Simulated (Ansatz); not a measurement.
Born–Oppenheimer molecular dynamics of H$_{4}$O$_{2}$Sn (7 atoms, charge 0, multiplicity 1). It starts from a relaxed structure.

These are results of RKS PBE0-D4/def2-SVP (Ansatz), not measurements.

```yaml
ensemble: NVE (velocity Verlet)
time_step: 1 fs
steps_asked: 100
starting_velocities_drawn_for: 300 K
seed: 716139
```

First frame:

```xyz
7
Properties=species:S:1:pos:R:3
Sn 0.016 -0.030 0.124
H 0.145 0.051 1.824
H 1.441 0.097 -0.807
O -1.279 1.412 -0.301
H -1.441 1.491 -1.248
O -0.764 -1.752 -0.478
H -1.582 -1.966 -0.014
```

Task: How far do the bonds stretch over the last three quarters of this one trajectory? (Pairs bonded in most of those frames.)

Result: 
| bond | mean (Å) | spread (Å) | shortest | longest |
| --- | --- | --- | --- | --- |
| Sn1–H2 | 1.709 | 0.012 | 1.69 | 1.73 |
| Sn1–H3 | 1.707 | 0.003 | 1.70 | 1.71 |
| Sn1–O4 | 2.006 | 0.050 | 1.92 | 2.07 |
| Sn1–O6 | 1.990 | 0.013 | 1.97 | 2.01 |
| O4–H5 | 0.965 | 0.005 | 0.96 | 0.97 |
| O6–H7 | 0.966 | 0.022 | 0.94 | 1.00 |

Mean temperature of the second half: 146 K. The conserved energy stayed within 0.6 meV per atom of its start (net change 0.11 meV per atom), so the integration is sound. Over the second half the temperature averaged 0.49 of the 300 K drawn at the start: a run that starts near a minimum puts about half its kinetic energy into the potential. A run of 0.1 ps of so small a system gives no equilibrium averages.

The run took 4.4 min on 1 thread of Arm Neoverse V2, with other jobs on the host, peak memory 0.14 GiB.
